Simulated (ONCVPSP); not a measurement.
Before and after: ONCV potential for Ho

ONCVPSP 4.0.1 input, shortened (lines: element, Z, core and valence counts, functional; n l f; lmax; l rc ep ncon nbas qcut; lloc lpopt rc5 dvloc0; l nproj debl; icmod fcfact rcfact), LDA (Perdew-Wang 92), scalar-relativistic:

```
  Ho 67.00   10    5  -001012      upf
    1    0    2.00
    2    0    2.00
    2    1    6.00
    3    0    2.00
    3    1    6.00
    3    2   10.00
    4    0    2.00
    4    1    6.00
    4    2   10.00
    4    3   10.00
    5    0    2.00
    5    1    6.00
    5    2    1.00
    6    0    1.00
    6    1    1.00
    2
    0    2.25    0.00    5    9    6.70
    1    2.40    0.00    3    7    5.80
    2    3.35    0.00    4    8    5.50
    4    5    1.80    3.00
    0    2    3.00
    1    2    3.70
    2    3    3.80
    1    0.60    0.00
```

All-electron outer shells of the reference configuration (LDA (PZ), scalar-relativistic, ld1.x):

| shell | level (eV) | outermost node (bohr) | outermost maximum (bohr) |
| --- | --- | --- | --- |
| 4d | -167.54 | 0.25 | 0.52 |
| 5s | -55.93 | 0.61 | 1.13 |
| 5p | -30.62 | 0.66 | 1.28 |
| 4f | -10.94 | – | 0.52 |
| 6s | -5.31 | 1.51 | 3.14 |
| 5d | -3.46 | 0.74 | 1.88 |
| 6p | -2.02 | 1.83 | 4.30 |

Change: all radii but the core radius scaled by about 0.82 (s 1.84, p 1.96, d 2.74 bohr); local potential polynomial inside 1.46 bohr (lpopt 5, dvloc0 3 Ha).

Cutoffs: the cutoffs (Ha) at which the residual kinetic energy of the hardest occupied pseudo-wave falls to 1 and 0.1 mHa per electron; they do not see the model core or the augmentation charge, which bear on the density cutoff. Errors are all-electron minus pseudo energies relative to the spin-unpolarised reference configuration.

Problem. How do hardness, ghosts and transferability respond?

Solution. The potential gets harder (15 Ha and 17 Ha → 18 Ha and 21 Ha); of the 4 tests that both files solve, the error grows in 0 and shrinks in 4 by more than 15 % and 0.3 meV (median size 6.7 → 3.3 meV); neither file shows a bound ghost. A smaller radius makes the pseudo-wave follow the all-electron one further in, where it bends more sharply, so more plane waves are needed. Less of the atom is replaced, so other configurations are described better.

```csv
quantity,base,changed
"cutoff, loose",15 Ha,18 Ha
"cutoff, tight",17 Ha,21 Ha
loose cutoff by channel,"s 15 Ha, p 8.5 Ha, d 8.1 Ha","s 18 Ha, p 7.6 Ha, d 9.0 Ha"
bound ghosts,none,none
GHOST(+) flags under 300 eV,none,s at 258.6 eV
"error for 5s2 5p6 5d1 6s2 6p0, meV [ΔE -3.18 eV]",-1.9,-0.4
"error for 5s2 5p6 5d1 6s1 6p0, meV [ΔE 3.96 eV]",-2.9,-1.8
"error for 5s2 5p6 5d1 6s0 6p0, meV [ΔE 16.84 eV]",-39,-17
"error for 5s2 5p6 5d1.5 6s1.5 6p0, meV [ΔE -2.08 eV]",-10,-4.9
"rms error of d²Exc/dni dnj with the model core, mHa",0.29,0.20
```
